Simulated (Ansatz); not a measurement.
**Setting up GaBH3ClO (SMILES O[B](Cl)[GaH2]) in Ansatz**

GaBH3ClO has 7 atoms, charge 0, and is taken as a singlet. As SMILES, `O[B](Cl)[GaH2]`. Geometry: relaxed at PBE0-D4/def2-TZVP. This is one conformer, not always the lowest.

| atom | x (Å) | y (Å) | z (Å) |
| --- | --- | --- | --- |
| O | -0.8455 | -1.2291 | 0.9271 |
| B | -0.0319 | -0.6649 | 0.0179 |
| Cl | 0.8990 | -1.7362 | -1.0705 |
| Ga | 0.2024 | 1.4062 | -0.1908 |
| H | -0.8509 | -2.1943 | 0.9059 |
| H | -0.6913 | 2.2325 | -1.1861 |
| H | 1.3180 | 2.1859 | 0.5965 |

Settings wanted:

- basis set: 6-31G*
- task: energy
- method: DFT
- functional: B2PLYP
- reference: RKS
- relativity: none
- accuracy: high
- frozen core orbitals: 16
- start density: atoms
- d and f functions: spherical

Task: Write the Ansatz 0.2.0 input and the command.

Result: One that was run (others would do as well):

molecule.yaml:
```yaml
crystal:
  periodic: [false, false, false]
  atoms:
    - {symbol: O, position_ang: [-0.845500, -1.229100, 0.927100]}
    - {symbol: B, position_ang: [-0.031900, -0.664900, 0.017900]}
    - {symbol: Cl, position_ang: [0.899000, -1.736200, -1.070500]}
    - {symbol: Ga, position_ang: [0.202400, 1.406200, -0.190800]}
    - {symbol: H, position_ang: [-0.850900, -2.194300, 0.905900]}
    - {symbol: H, position_ang: [-0.691300, 2.232500, -1.186100]}
    - {symbol: H, position_ang: [1.318000, 2.185900, 0.596500]}
basis:
  gaussian: {orbitals: 6-31G_st_-spherical.json}
magnetization: {spin_polarized: false}
hamiltonian: {xc: {name: B2PLYP}}
correlation: {frozen_orbitals: {B: 1, Cl: 5, Ga: 9, H: 0, O: 1}}
accuracy: high
output: {orbitals: {seedname: orbitals}}
```

```bash
$ ansatz run molecule.yaml --threads 1 --pin off --max-ram 3480MiB --events-out events.jsonl --progress --plain --runs-dir runs
```

(Basis files named in the input come from the Basis Set Exchange and aren't shown.)

Calculated total energy: -2486.07501 Eh.
